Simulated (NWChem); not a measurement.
C$_{2}$H$_{6}$NO cation; SMILES [OH+]=C(N)C

```xyz
10

C      0.1485    -1.4082     0.0012
C     -0.0052     0.0633     0.0005
N      1.0124     0.8740    -0.0003
O     -1.1714     0.6224     0.0000
H     -0.3511    -1.8262     0.8905
H      1.2000    -1.7176     0.0064
H     -0.3447    -1.8272    -0.8912
H      0.8675     1.8838    -0.0010
H      1.9659     0.5248    -0.0003
H     -1.9067    -0.0108     0.0008
```
Atoms are numbered in this order, from 1.

Results from NWChem. Pople sets run with spherical d functions. The geometry was optimised at PBE0/def2-SVP. Level: PBE0/6-31G* with SMD (1 M gas to 1 M solution), gas-phase geometry. Reactions with the solvent are ignored.

Predict the results for solvent tetrahydrofuran. Quantities: solvation free energy (kcal/mol); cavity-dispersion-structure term (kcal/mol).


```json
{
  "solvation free energy (kcal/mol)": "-58.1",
  "cavity-dispersion-structure term (kcal/mol)": "-0.2"
}
```
